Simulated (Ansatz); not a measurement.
`B[N]CC` radical, relaxed with UKS PBE-D4/def2-SVP in the Gaussian-basis code of Ansatz from a rough embedded geometry. The force threshold is 0.03 eV/Å; the program also tests the step.

Charge 0, multiplicity 2.

Start:

```xyz
11

B    -1.935   -0.372    0.715
N    -0.835   -0.554   -0.259
C     0.290    0.289    0.123
C     1.490    0.007   -0.795
H    -3.001   -0.928    0.556
H    -1.925    0.379    1.648
H     0.053    1.327    0.138
H     0.673   -0.036    1.190
H     2.311    0.620   -0.568
H     1.132    0.308   -1.884
H     1.747   -1.040   -0.864
```

Question: By how much does the energy fall, and how many steps does the optimiser take? (Best estimate.)

Answer: The calculation gave: 37.16 kcal/mol, in 18 steps, 2 of them rejected.

Question: Which bonds change most? (Best estimate.)

Answer: Ansatz gave: B1–N2 from 1.480 to 1.336 Å; C4–H10 from 1.186 to 1.108 Å; N2–C3 from 1.457 to 1.394 Å; C4–H9 from 1.049 to 1.109 Å.

Question: Give the relaxed structure. (Estimate.)

Answer: Computed: 
```xyz
11

B    -1.949   -0.540    0.717
N    -0.801    0.068    0.405
C     0.437    0.660    0.163
C     1.342   -0.112   -0.806
H    -2.955   -0.415    0.015
H    -2.038   -1.246    1.727
H     0.283    1.707   -0.205
H     0.964    0.805    1.142
H     2.305    0.421   -0.947
H     0.855   -0.220   -1.795
H     1.557   -1.127   -0.416
```
